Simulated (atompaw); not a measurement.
What one change does to a pseudopotential (Sn (Z = 50), PAW (atompaw))

tin (Sn), PAW, made with atompaw 4.2.0.5 (PBEsol, scalar-relativistic). Core [Kr] 4d10, reference 5s2 5p2. Waves: 5s (bound): rc 2.25 bohr; 5s channel at 0.05 Ry: rc 2.25 bohr; 5p (bound): rc 2.25 bohr; 5p channel at 0.8 Ry: rc 2.75 bohr; 5d channel at -0.1 Ry: rc 2.75 bohr. Local part: troulliermartins scheme with l = 3 at 1 Ry, radius 1.80 bohr. Core correction: smooth core density matched at 2.75 bohr. Augmentation charge: besselshape compensation charge, radius 2.55 bohr; PAW radius 2.75 bohr; waves and projectors: custom rrkj gramschmidtortho.

Change: wave 5p channel at 0.8 Ry: rc 2.75 bohr becomes 5p channel at 1.87 Ry: rc 2.75 bohr.

Cutoffs: the cutoffs (Ry, on a coarse ladder) from which the occupation-weighted sum of valence levels, in a spherical-Bessel basis at the reference potential, stays within 10 and 1 mRy of its value at 400 Ry; they do not see the model core or the augmentation charge, which bear on the density cutoff.

Problem. What does the change do?

Solution. The potential gets softer (6 Ry and 18 Ry → 6 Ry and 12 Ry); both files keep a bound ghost (d, p, s); the range in which the p phases agree widens (upper end 3.9 → at the end of the scan).

```tsv
quantity	base	changed
cutoff, loose	6 Ry	6 Ry
cutoff, tight	18 Ry	12 Ry
bound ghosts	s, p, d	s, p, d
s: phases at 2.76 bohr within 0.05 rad from the reference energy up to (Ry; the scan ends near 5)	3.2	3.2
p: phases at 2.76 bohr within 0.05 rad from the reference energy up to (Ry; the scan ends near 5)	3.9	to the end of the scan
d: phases at 2.76 bohr within 0.05 rad from the reference energy up to (Ry; the scan ends near 5)	to the end of the scan	to the end of the scan
lowest overlap eigenvalue by channel	s 0.13, p 0.29, d 1.00	s 0.13, p 0.27, d 1.00
```

 A true bound ghost makes a file unfit for plane-wave use even where its test errors are small: the radial tests pick states by their node count and pass the ghost by. The cutoffs see the waves, projectors and local potential, not the compensation charge or the core.
